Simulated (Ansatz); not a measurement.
`F/C=N/[SiH2]F` + H₂ → `F/C=N/[SiH3]` + H–F  (hydrogenolysis of the Si–F bond)

Computed with Ansatz on PBE0-D4/def2-TZVP structures; ΔE is electronic, products minus reactants. CBS: MP2 limit from def2 TZ/QZ plus the TZ coupled-cluster correction, frozen cores. This one scheme is used for every species. Double bonds are as drawn, so ΔE can hold a change between cis and trans. Functionals use def2-TZVPP. B3LYP here is the variant with VWN-RPA as its local correlation; programs differ in this. One conformer a species, not always the lowest.

`F/C=N/[SiH2]F`:

Cartesian coordinates in Å:
```
F 2.299 0.926 1.153
C 1.242 0.205 0.779
N 0.425 0.642 -0.036
Si -0.995 -0.067 -0.675
F -1.253 -1.533 -0.084
H 1.256 -0.757 1.298
H -0.830 -0.194 -2.137
H -2.144 0.779 -0.296
```

H₂:

```xyz
2

H    -0.297    0.225    0.024
H     0.297   -0.225   -0.024
```

`F/C=N/[SiH3]`:

```xyz
8

F     2.551    0.402    0.896
C     1.399    0.367    0.220
N     0.410   -0.219    0.668
Si   -1.137   -0.335   -0.111
H     1.518    0.917   -0.719
H    -2.148    0.265    0.790
H    -1.156    0.373   -1.423
H    -1.436   -1.771   -0.321
```

H–F:

```xyz
2

F     0.269    0.204    0.313
H    -0.269   -0.204   -0.313
```

Task: Is it downhill or uphill in electronic energy at CCSD(T)/CBS, and by how much? (Best estimate.)

Result: The calculation gave: Uphill: ΔE = +127.0 kJ/mol.

Task: What do these levels give: revPBE-D4, BLYP-D4, B3LYP-D4, BHLYP-D4, B2PLYP, revPBE, CAM-B3LYP, MP2/def2-SVP, CCSD/def2-SVP, MP2/def2-TZVPP, SCS-MP2/def2-TZVPP, MP2/CBS(def2)? (Best estimate.)

Result: Ansatz gave: revPBE-D4 121.8, BLYP-D4 132.3, B3LYP-D4 131.1, BHLYP-D4 132.5, B2PLYP 131.0, revPBE 118.8, CAM-B3LYP 132.3, MP2/def2-SVP 120.9, CCSD/def2-SVP 113.7, MP2/def2-TZVPP 129.8, SCS-MP2/def2-TZVPP 129.6, MP2/CBS(def2) 131.8 kJ/mol.

Largest T1 diagnostic among the species: 0.014.

From r2SCAN to r2SCAN0 (25 % exact exchange), in def2-TZVPP and without D4, ΔE moves by −4.0 kJ/mol. Leaving LDA and LC-ωPBE aside and taking each functional with its dispersion term where it has one, the values, not all of them listed here, spread over 14.8 kJ/mol, from HSE06-D4 to r2SCAN-D4. At CCSD(T), def2-SVP lies −12.5 kJ/mol from the extrapolated value and def2-TZVPP −2.0 kJ/mol.
